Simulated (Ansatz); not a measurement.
Cost and result for the atomization energy of `[SiH]1[SiH2][SiH2][SiH2]1` radical (11 atoms, 11 bonds).

```xyz
11

Si    0.541    1.207   -1.152
Si    1.122    0.741    1.045
Si   -0.738   -0.710    1.030
Si   -0.869   -0.626   -1.324
H     1.360    1.856   -2.215
H     1.092    1.875    2.009
H     2.418    0.023    1.216
H    -1.929   -0.091    1.674
H    -0.515   -2.059    1.621
H    -0.270   -1.823   -1.982
H    -2.212   -0.394   -1.922
```

Total charge 0; spin multiplicity 2. The structure was optimised at the PBE0-D4/def2-TZVP level. Program: Ansatz. All runs use 4 threads of an AMD EPYC 9B45 on a shared host. Times are those of one run each, without the atoms' runs, and a repeat can differ threefold. Electronic energies, without spin–orbit coupling; frozen cores. CCSD(T)/CBS adds CCSD(T) − MP2 in def2-TZVPP to the MP2 limit, and its time is that of the two runs behind it. T1 = 0.017; ⟨S²⟩ of the reference is 0.77. B3LYP takes the VWN-RPA correlation (the form of Gaussian; ORCA's B3LYP/G). HSE06 is the plane-wave form, built on full-range PBE exchange.

CCSD(T)/CBS is a level of theory with its own doubt, some kJ/mol a heavy atom from the limit and from the frozen cores, so smaller differences don't rank the functionals.

| level | functions | wall time |
| --- | --- | --- |
| LDA (SPW92)/def2-TZVPP | 266 | 1.1 s |
| BLYP-D4/def2-TZVPP | 266 | 1.8 s |
| revPBE-D4/def2-TZVPP | 266 | 1.9 s |
| B3LYP-D4/def2-TZVPP (with forces) | 266 | 3.9 s |
| CCSD(T)/def2-SVP | 107 | 4.5 s |
| HSE06-D4/def2-TZVPP | 266 | 4.7 s |
| B97M-V/def2-TZVPP | 266 | 6 s |
| r2SCANh-D4/def2-TZVPP | 266 | 6 s |
| PBE-QIDH/def2-TZVPP | 266 | 6 s |
| B2PLYP/def2-TZVPP | 266 | 7 s |
| MP2/def2-QZVPP | 490 | 21 s |
| CCSD(T)/def2-TZVPP | 266 | 6.9 min |
| CCSD(T)/CBS(def2) | – | 7.2 min |

(1) What atomization energy does each give, and how far from CCSD(T)/CBS? (Estimate.)

Results:

(1) The calculation gave: 
| level | atomization (kJ/mol) | difference from CCSD(T)/CBS | per bond |
| --- | --- | --- | --- |
| LDA (SPW92)/def2-TZVPP | 3457.2 | 336.9 | 30.6 |
| BLYP-D4/def2-TZVPP | 3065.5 | -54.8 | -5.0 |
| revPBE-D4/def2-TZVPP | 3073.0 | -47.3 | -4.3 |
| B3LYP-D4/def2-TZVPP (with forces) | 3110.9 | -9.4 | -0.9 |
| CCSD(T)/def2-SVP | 2876.4 | -243.9 | -22.2 |
| HSE06-D4/def2-TZVPP | 3110.9 | -9.4 | -0.9 |
| B97M-V/def2-TZVPP | 3176.2 | 55.9 | 5.1 |
| r2SCANh-D4/def2-TZVPP | 3138.8 | 18.5 | 1.7 |
| PBE-QIDH/def2-TZVPP | 3091.8 | -28.5 | -2.6 |
| B2PLYP/def2-TZVPP | 3049.4 | -70.9 | -6.5 |
| MP2/def2-QZVPP | 3046.1 | -74.2 | -6.7 |
| CCSD(T)/def2-TZVPP | 3031.9 | -88.4 | -8.0 |
| CCSD(T)/CBS(def2) | 3120.3 | 0.0 | 0.0 |

From PBE to PBE0 (25 % exact exchange), in def2-TZVPP and without D4, the atomization energy moves by +6.8 kJ/mol. The D4 term adds +57.0 kJ/mol with B3LYP and +29.9 kJ/mol with PBE0; it sums over pairs of atoms, weighted by their polarisabilities, and B3LYP, whose exchange is more repulsive, gets the larger term. In def2-TZVPP, CCSD(T) changes the Hartree–Fock value by +684.3 kJ/mol (the triples alone add +36.7 kJ/mol) and MP2 by +646.1 kJ/mol; breaking electron pairs costs correlation energy, which Hartree–Fock lacks.
